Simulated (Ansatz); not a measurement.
Mulliken charges of `N[Si](O)(O)S` from r2SCAN/def2-TZVPP in Ansatz (PBE0-D4/def2-TZVP geometry).

```tsv
atom	x (Å)	y (Å)	z (Å)	charge (e)
N1	-1.186	-0.325	-0.803	-0.451
Si2	0.084	0.035	0.265	0.721
O3	1.033	-1.296	0.145	-0.413
O4	-0.473	0.356	1.768	-0.406
S5	1.209	1.817	-0.084	-0.300
H6	-1.889	0.359	-1.027	0.163
H7	-1.033	-0.976	-1.555	0.169
H8	1.914	-1.214	0.515	0.210
H9	-1.145	-0.244	2.099	0.207
H10	1.569	1.435	-1.321	0.101
```

Task: By hand: the dipole of these point charges (1 e Å = 4.8032 D).

Result: Σ q r = (-0.161, -0.250, -0.220) e Å, of length 0.370 e Å = 1.78 D.

Task: How does the dipole of the full density compare? (Best estimate.)

Result: Ansatz gave: (-0.161, -0.274, -0.240) e Å, 1.91 D; the point charges give 0.93 times that, at 2° from its direction.

Point charges leave out the atoms' own dipoles, such as those of lone pairs, and Mulliken's split depends on the basis, so the close match here is no proof of good charges.
